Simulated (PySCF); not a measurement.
**Working out the ionisation energy of Mn²⁺**

Mn²⁺ [Ar] 3d5 (6S) → Mn³⁺ [Ar] 3d4 (5D). Calculation: PySCF 2.14, in def2-SVP (5s3p2d1f, 31 functions); the non-relativistic Hamiltonian (point nucleus). Frozen: [Ar]. Energies in hartree (1 hartree = 27.21139 eV):

| part | Mn²⁺ (lower) | Mn³⁺ (upper) |
| --- | --- | --- |
| UHF | -1148.942238 | -1147.729741 |
| MP2 opposite-spin | 0.000000 | 0.000000 |
| MP2 same-spin | -0.041066 | -0.018816 |

Q: What does Hartree-Fock give?

A: (-1147.729741) − (-1148.942238) = 1.212497 hartree = 32.994 eV.

Q: What do MP2 and SCS-MP2 (6/5 opposite-spin, 1/3 same-spin) give?

A: The opposite-spin parts differ by 0.000 eV and the same-spin parts by 0.605 eV. MP2: 32.994 + (0.000) + (0.605) = 33.599 eV. SCS-MP2: 32.994 + 1.2 × (0.000) + (0.605)/3 = 33.196 eV.

Reference: 33.668 ± 0.012 eV (measured; NIST Atomic Spectra Database, ionization energies), between the lowest levels; spin-orbit coupling is absent from the calculation.

The calculation is non-relativistic.

A double-zeta basis recovers only part of the correlation energy.

What remains against the reference includes basis incompleteness, the frozen core and correlation beyond second order.
